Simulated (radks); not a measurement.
Polarisabilities and homonuclear dispersion coefficients (atomic units). All-electron calculation, scalar-relativistic Kohn-Sham, LB94 model potential, spin-polarised, spherical densities, finite nucleus; open shells are filled with parallel spins first; Fermi nuclear charge, rms radius of each element as measured or else 0.836 A^(1/3) + 0.57 fm. Program: a radial shooting solver on a logarithmic mesh with Libxc functionals. Response by self-consistent Sternheimer equations with the Hartree and adiabatic LDA kernel, the relativistic mass of each level held fixed and spin-orbit coupling left out. For heavy and open-shell atoms this level of theory can miss by tens of per cent. "Uncoupled" leaves out the induced potential. Quadrupole and octupole values are given only where no p, d or f shell is open.

\begin{tabular}{lrrrrr}
species & configuration & alpha1 (bohr^3) & alpha1, uncoupled & C6 & recommended alpha1 \\ \hline
Ca & [Ar] 4s2 & 121.0 & 218.1 & 1473 & 160.8 +/- 4 \\
Sc+ & [Ar] 3d1 4s1 & 45.54 & 59.95 & 274.3 & - \\
Ti2+ & [Ar] 3d2 & 4.442 & 5.727 & 13.63 & - \\
V3+ & [Ar] 3d2 & 2.213 & 3.008 & 5.741 & - \\
Cr4+ & [Ar] 3d2 & 1.368 & 1.911 & 2.972 & - \\
Mn5+ & [Ar] 3d2 & 0.9378 & 1.331 & 1.719 & - \\
Fe6+ & [Ar] 3d2 & 0.6831 & 0.9779 & 1.067 & - \\
Co7+ & [Ar] 3d2 & 0.5178 & 0.7452 & 0.6973 & - \\
Ni8+ & [Ar] 3d2 & 0.4041 & 0.5832 & 0.4736 & - \\
\end{tabular}

Recommended values: Schwerdtfeger and Nagle, table of static dipole polarisabilities (2023 update), measured or computed.
